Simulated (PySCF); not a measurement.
Si(Cl)(OH)2(OMe) (CH5ClO3Si), SMILES CO[Si](O)(O)Cl.

Geometry optimised at B3LYP-D3(BJ)/def2-SVP. The values are those of a single conformer.

Two levels are set side by side: PBE/def2-TZVP (PySCF) and PBE0/def2-TZVP (PySCF). Same geometry, gas phase. Differences are taken from unrounded values.

```csv
quantity,PBE0
orbital gap (eV),9.08
highest occupied level (eV),-8.64
lowest empty level (eV),0.44
dipole moment (D),0.41
mean polarisability (bohr³),55.7
```

Problem. What does PBE give, and how far is it from PBE0? (An estimate is asked for; the answer gives what the named calculation found.)

Solution. 
| quantity | PBE | PBE minus PBE0 |
|---|---|---|
| orbital gap (eV) | 6.53 | -2.55 |
| highest occupied level (eV) | -7.04 | 1.60 |
| lowest empty level (eV) | -0.51 | -0.95 |
| dipole moment (D) | 0.34 | -0.07 |
| mean polarisability (bohr³) | 58.4 | 2.8 |

PBE's occupied levels lie high since its potential decays too fast outside the molecule; exact exchange lowers them and widens the gap. Loosely held outer electrons make PBE densities more polarisable. Differences between two approximate levels are no errors against the true value.

Rough cost on one machine, each run with all the roots and properties that it gave: PBE0 against PBE within a factor of 2.
